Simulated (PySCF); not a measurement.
`FP(F)P[SiH3]` (SiH3PHPF2). Theory: PBE0-D3(BJ)/def2-TZVP geometry optimisation, gas phase in PySCF 2.14.0.

```
atom  x, y, z in Å
F1     2.7329    1.4516    0.4889
P2     1.8219    0.2052    0.1073
F3     1.6244    0.5465   -1.4394
P4    -0.1384    0.9945    0.8050
Si5   -1.2842   -0.6027   -0.3146
H6    -0.0628    0.2005    1.9848
H7    -2.4998   -0.9163    0.4761
H8    -0.4763   -1.8387   -0.5013
H9    -1.6594   -0.0573   -1.6405
```

(1) Which two atoms are farthest apart?

(2) Work out the bond lengths P2–F3, P2–P4, P4–Si5, P4–H6, Si5–H7, Si5–H8, Si5–H9 in pm.

(3) Where is the centre of mass (commonest isotopes), and what is the radius of gyration?

(4) How far are the heavy atoms from their best plane (unweighted least squares)?

(5) Give the dihedral angles H6–P4–Si5–H9, F3–P2–P4–H6, F3–P2–P4–Si5, P2–P4–Si5–H9, F1–P2–P4–H6.

(6) What are the angles F3–P2–P4, F1–P2–P4, Si5–P4–H6, H8–Si5–H9, P4–Si5–H9, P4–Si5–H8, H7–Si5–H9?

(7) What is the repulsion energy of the bare nuclei, Σ ZA·ZB/RAB?

(8) How far apart are these pairs, which share no bond: F1···P4, P2···Si5, F3···Si5, H6···H8, H6···H9, H7···H9?

(9) Write the matrix of distances between heavy atoms (Å, lower triangle).

## Answers

(1) F1···H7, 5.74 Å; the next longest distance is 5.11 Å.

(2) For P2–F3 the difference vector is (-0.1975, 0.3413, -1.5467) Å, of length 1.5962 Å. P2–F3 159.6; P2–P4 222.5; P4–Si5 226.2; P4–H6 142.4; Si5–H7 148.4; Si5–H8 148.8; Si5–H9 148.2 pm.

(3) Mass 131.953 u; centre at (0.714, 0.422, 0.013) Å; Rg = √(Σ m r²/M) = 1.798 Å. As Ia + Ib + Ic = 2 Σ m r², the three principal moments sum to 852.9 u·Å².

(4) 0.372 Å rms; F1 0.02, P2 0.61, F3 0.41, P4 0.36, Si5 0.18 Å (magnitudes).

(5) H6–P4–Si5–H9 175° (antiperiplanar); F3–P2–P4–H6 159° (antiperiplanar); F3–P2–P4–Si5 66° (synclinal); P2–P4–Si5–H9 -94° (anticlinal); F1–P2–P4–H6 -102° (anticlinal). Dihedral signs follow IUPAC: positive where, seen along the central bond, the front bond turns clockwise onto the rear one.

(6) From the scalar product of the two bond vectors; for F3–P2–P4 it is -0.4226 Å² over 1.5962 × 2.2254 Å², cos θ = -0.1190. F3–P2–P4 96.8°; F1–P2–P4 98.7°; Si5–P4–H6 92.5°; H8–Si5–H9 109.3°; P4–Si5–H9 108.1°; P4–Si5–H8 111.9°; H7–Si5–H9 110.3°.

(7) 378.94 Eh over 36 pairs, with full nuclear charges and distances in bohr; the largest single term is 53.50 Eh (P2 with P4).

(8) F1···P4 2.925 Å (2 bonds apart); P2···Si5 3.237 Å (2 bonds apart); F3···Si5 3.324 Å (3 bonds apart); H6···H8 3.242 Å (3 bonds apart); H6···H9 3.970 Å (3 bonds apart); H7···H9 2.434 Å (2 bonds apart).

(9) 
```
F1    0.000
P2    1.590  0.000
F3    2.401  1.596  0.000
P4    2.925  2.225  2.889  0.000
Si5   4.583  3.237  3.324  2.262  0.000
```

Not checked by PBE0-D3(BJ)/def2-TZVP frequencies. One conformer, not necessarily the lowest.

Hardware: Arm Neoverse V1, one thread, no GPU, shared host with 32 logical CPUs at a one-minute load of 19. Cost: 2.0 min of wall time, 0.89 GiB resident at most. That covers the optimisation of the geometry.
